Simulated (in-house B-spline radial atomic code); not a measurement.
**RPA and G0W0 on SCAN: the carbon ion C²⁺**

Configuration [He] 2s2, mean-field start SCAN. Computed with an all-electron radial atomic-structure program (B-spline basis): all electrons, scalar-relativistic (spin-free one-electron X2C), finite nucleus, each spin shell either full or empty, empty states to l = 9 with an (l + 1/2)⁻⁴ tail; G0W0 by contour deformation at full frequency.

Command:
```bash
python run_gw.py task.json out
```
Settings (radii: box in bohr, nucleus in fm):
```
Z                        6
electrons                4
configuration            [He] 2s2
hamiltonian              x2c
method                   scan,scan
lmax                     9
rms_radius               2.4702
spin_polarised           False
box_radius               17.55
intervals                72
ion_configuration        [He] 2s1
```

Run time, properties included: 2.6 s on 1 thread of Arm Neoverse N1, on a shared host.

Energies (hartree):

```
                                     term      value
                         mean-field total  -36.50554
Hartree-Fock functional on these orbitals  -36.42266
                      direct second order   -0.30144
                    second-order exchange    0.14804
                         SOSEX correction    0.10917
```

(1) What is the RPA correlation energy, and what remains with SOSEX?

Quasi-particle levels (eV):

```csv
level,occupied,mean field,Σx - vxc,Σc,QP weight,G0W0
2s,yes,-40.71,-5.39,?,?,?
2p,no,-31.23,8.12,-1.72,0.942,-24.832
```

G0W0 = mean field + (Σx - vxc) + Σc, with Σc (partial-wave tail included) taken at the quasi-particle energy. Levels of low weight are left out.

(2) Where does G0W0 put 2s?

(3) What does it cost to remove one electron (to [He] 2s1) by differences of total energies, each species on its own start (correlation terms add to the Hartree-Fock functional)?

Answers

(1) RPA gives -0.2225 hartree (-1.51 eV per electron); RPA + SOSEX gives -0.11333, and the second-order doubles -0.1534 hartree (no singles). SOSEX takes back 49 % of the RPA value.

(2) At -47.89 eV, with Σc = -1.79 eV and a quasi-particle weight of 0.930. The tabulated removal energy is 47.888 eV (NIST, measured).

(3) SCAN 46.67 eV, Hartree-Fock functional 45.79 eV, + RPA 48.14 eV, + RPA + SOSEX 47.55 eV, + second order 48.57 eV. Tabulated: 47.888 eV (NIST, measured).
